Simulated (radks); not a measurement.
Question: Radial electron density D(r) = 4 pi r^2 rho(r) of an atom or ion with 11 electrons. Calculated with a radial shooting solver on a logarithmic mesh with Libxc functionals: non-relativistic Kohn-Sham, LDA (Slater exchange, Perdew-Wang correlation), spin-unpolarised, spherical densities, point nucleus.

r (bohr),D(r) (e/bohr)
0.001227,0.8172
0.001373,1.010
0.001523,1.229
0.001703,1.515
0.001905,1.864
0.002131,2.289
0.002365,2.765
0.002645,3.380
0.002958,4.122
0.003283,4.942
0.003672,5.988
0.004107,7.229
0.004593,8.691
0.005097,10.27
0.005701,12.23
0.006377,14.47
0.007075,16.83
0.007914,19.66
0.008852,22.79
0.009901,26.17
0.01099,29.50
0.01229,33.20
0.01374,36.91
0.01525,40.24
0.01706,43.53
0.01908,46.34
0.02134,48.47
0.02368,49.71
0.02649,50.12
0.02963,49.57
0.03287,48.27
0.03677,46.25
0.04113,43.93
0.046,41.80
0.05104,40.45
0.05709,40.12
0.06386,41.22
0.07085,43.56
0.07925,47.15
0.08864,51.15
0.09915,54.58
0.11,56.31
0.1231,55.75
0.1376,52.24
0.1527,46.47
0.1708,38.31
0.1911,29.33
0.2137,20.91
0.2371,14.53
0.2652,9.674
0.2967,6.765
0.3292,5.281
0.3682,4.313
0.4118,3.481
0.4606,2.582
0.5111,1.744
0.5717,0.9848
0.6395,0.4672
0.7096,0.1970
0.7936,0.06347
0.8877,0.01625
0.9929,0.003226
1.102,0.0005592

What is the nuclear charge?

Answer: Z = 41. The innermost maximum, from 1s, lies near 1/Z = 0.0244 bohr (found: 0.0263), and its height grows with Z. The density is that of the niobium ion Nb30+ in [Ne] 3s1; the configuration itself is not fixed sharply by these data, and Z only to a few units. D(r) has 2 maxima, at r = 0.0263, 0.114 bohr, and minima at 0.0557 bohr, inside which lie 2.12 electrons.
